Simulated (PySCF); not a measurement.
Can point charges reproduce the dipole moment of `CC#C[C@@H]1C=C1C1CC1`?

Coordinates (GFN2-xTB, Å) and charges (e) from the PBE0/pcSseg-1 density (PySCF):

| atom | x | y | z | Mulliken | IAO | Hirshfeld | ESP-fitted |
| --- | --- | --- | --- | --- | --- | --- | --- |
| C1 | 3.962 | 0.875 | -0.586 | -0.1888 | -0.4328 | -0.1009 | -0.5218 |
| C2 | 2.780 | 0.118 | -0.230 | -0.2853 | -0.0706 | -0.0698 | +0.0971 |
| C3 | 1.808 | -0.516 | 0.076 | +0.0980 | -0.0867 | -0.0841 | -0.2341 |
| C4 | 0.636 | -1.263 | 0.427 | -0.2570 | -0.1344 | -0.0448 | -0.0728 |
| C5 | -0.346 | -1.682 | -0.640 | -0.1410 | -0.1924 | -0.0623 | -0.2096 |
| C6 | -0.734 | -0.702 | 0.125 | +0.0894 | +0.0344 | +0.0170 | +0.0134 |
| C7 | -1.693 | 0.298 | 0.529 | -0.2609 | -0.1534 | -0.0315 | -0.0657 |
| C8 | -2.541 | 0.966 | -0.528 | -0.1644 | -0.2757 | -0.0778 | -0.2228 |
| C9 | -3.166 | -0.012 | 0.407 | -0.1677 | -0.2767 | -0.0788 | -0.3474 |
| H10 | 4.813 | 0.206 | -0.713 | +0.1426 | +0.1668 | +0.0560 | +0.1731 |
| H11 | 3.793 | 1.410 | -1.521 | +0.1420 | +0.1672 | +0.0563 | +0.1799 |
| H12 | 4.196 | 1.599 | 0.195 | +0.1417 | +0.1660 | +0.0554 | +0.1704 |
| H13 | 0.769 | -1.895 | 1.306 | +0.1274 | +0.1345 | +0.0333 | +0.1118 |
| H14 | -0.495 | -2.350 | -1.451 | +0.0592 | +0.1718 | +0.0705 | +0.1941 |
| H15 | -1.381 | 0.906 | 1.370 | +0.1221 | +0.1614 | +0.0554 | +0.1531 |
| H16 | -2.761 | 2.016 | -0.407 | +0.1342 | +0.1543 | +0.0526 | +0.1248 |
| H17 | -2.386 | 0.663 | -1.552 | +0.1378 | +0.1566 | +0.0509 | +0.1397 |
| H18 | -3.439 | -0.982 | 0.021 | +0.1365 | +0.1555 | +0.0501 | +0.1588 |
| H19 | -3.823 | 0.355 | 1.181 | +0.1342 | +0.1541 | +0.0523 | +0.1581 |

Task: Form Σ q r in debye for every column and set it beside the full dipole.

Result: The full density gives (-1.18, 0.77, -0.25) D, 1.43 D in size; dipole vectors point from the negative to the positive end.

```json
{"scheme": "Mulliken", "μx": "-0.56", "μy": "2.29", "μz": "-0.45", "size (D)": "2.40", "share of the full size (%)": "168", "angle to the full dipole (°)": "42"}
{"scheme": "IAO", "μx": "-1.30", "μy": "0.76", "μz": "-0.14", "size (D)": "1.51", "share of the full size (%)": "105", "angle to the full dipole (°)": "6"}
{"scheme": "Hirshfeld", "μx": "-1.32", "μy": "0.59", "μz": "-0.25", "size (D)": "1.46", "share of the full size (%)": "102", "angle to the full dipole (°)": "9"}
{"scheme": "ESP-fitted", "μx": "-1.18", "μy": "0.75", "μz": "-0.27", "size (D)": "1.43", "share of the full size (%)": "100", "angle to the full dipole (°)": "1"}
```

Task: Which set comes closest?

Result: Length of the difference vector: ESP-fitted 0.02 D, IAO 0.17 D, Hirshfeld 0.23 D, Mulliken 1.65 D. Closest: ESP-fitted. ESP charges are fitted to the potential around the molecule, whose slowest-falling term is the dipole's. The schemes that divide the density aren't constrained to reproduce the dipole.

Task: What is left for the Hirshfeld atoms' own dipoles?

Result: The Hirshfeld atoms' densities add up to the full density, so μ = Σ q r + Σ (atomic dipoles). The atomic dipoles sum to (-1.18, 0.77, -0.25) − (-1.32, 0.59, -0.25) = (0.14, 0.18, 0.00) D, 0.23 D in size.

Task: With the origin at the mean of the coordinates, (-0.001, 0.000, -0.105) Å, which are the largest single terms, by size, of the IAO dipole along the direction of the full one?

Result: C1 +5.62, C8 -3.56, C9 -3.33, H10 -3.00, H16 +2.53 D; all 19 atoms together +1.50 D. The single terms depend on the origin, their sum doesn't.

Task: Give the size of the full dipole in other units.

Result: 1.43 D = 0.563 au = 0.298 e·Å = 4.77 × 10⁻³⁰ C·m.

Geometry: GFN2-xTB, one conformer, isolated molecule.

Conformer computed: `[CH3:1][C:2]#[C:3][C@@H:4]1[CH:5]=[C:6]1[CH:7]1[CH2:8][CH2:9]1`: C5–C6–C7–C8 -34°.
